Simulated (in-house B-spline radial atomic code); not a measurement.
# Solving the quasi-particle equation for 5p up of I2+

Configuration [Kr] 4d10 5s2 5p3, highest spin, start r2SCAN; correlation leaves out the 9 deepest shells, empty levels kept to 1800 hartree. Computed with a B-spline radial code for spherical atoms: all electrons, scalar-relativistic (spin-free one-electron X2C), finite nucleus, each spin shell either full or empty, empty states to l = 9 with an (l + 1/2)⁻⁴ tail; G0W0 by contour deformation at full frequency.

Spin-orbit coupling, left out, splits p levels strongly here.

Spin-orbit coupling splits this shell strongly; the level is its average.

At the mean-field level ε = -26.001 eV the matrix elements are Σx = -20.165 eV, v_xc = -15.985 eV and Σc(ε) = -0.436 eV, and the slope of the correlation self-energy is dΣc/dω = -0.0627. The quasi-particle energy solves E = ε + Σx − v_xc + Σc(E).

Task: What does the linearised equation give?

Result: Z = 1/(1 − dΣc/dω) = 1/1.0627 = 0.9410. The first-order shift is Σx − v_xc + Σc(ε) = -20.165 − (-15.985) + (-0.436) = -4.616 eV, so E ≈ ε + Z × shift = -26.001 + 0.9410 × (-4.616) = -30.345 eV.

Task: How does that compare with the full solution and with static screening?

Result: Solving the equation at full frequency dependence gives E = -30.327 eV, where Σc = -0.147 eV and the weight is 0.932; the linearised value is off by 17 meV. Leaving Z out would give -30.617 eV. Static COHSEX puts -1.846 eV in place of Σc and gives -32.027 eV, 1.70 eV deeper. The tabulated removal energy is 29.57 ± 0.025 eV (NIST, measured); the run leaves out spin-orbit coupling, Breit and QED terms.
